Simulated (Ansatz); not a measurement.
A geometry relaxed with CAM-B3LYP-D3(BJ)/def2-TZVP (Ansatz, a program for electronic structure), charge 0, multiplicity 1:

```xyz
13

Si     2.1615    -0.0726     0.0609
C     -1.8691    -0.5173     0.3106
N     -1.7569     0.6384    -0.4117
C      0.3196    -0.0288     0.0200
H      2.6804    -0.0339     1.4478
C     -0.4417     0.9388    -0.5908
H     -0.3655    -1.8437     1.1485
H     -0.1412     1.8167    -1.1377
H     -2.5272     1.1816    -0.7565
C     -0.6081    -0.9540     0.5910
H      2.6947    -1.3006    -0.5731
H     -2.8312    -0.9290     0.5618
H      2.6846     1.1024    -0.6734
```

Task: Write the SMILES of this molecule.

Result: `[SiH3]c1cc[nH]c1`
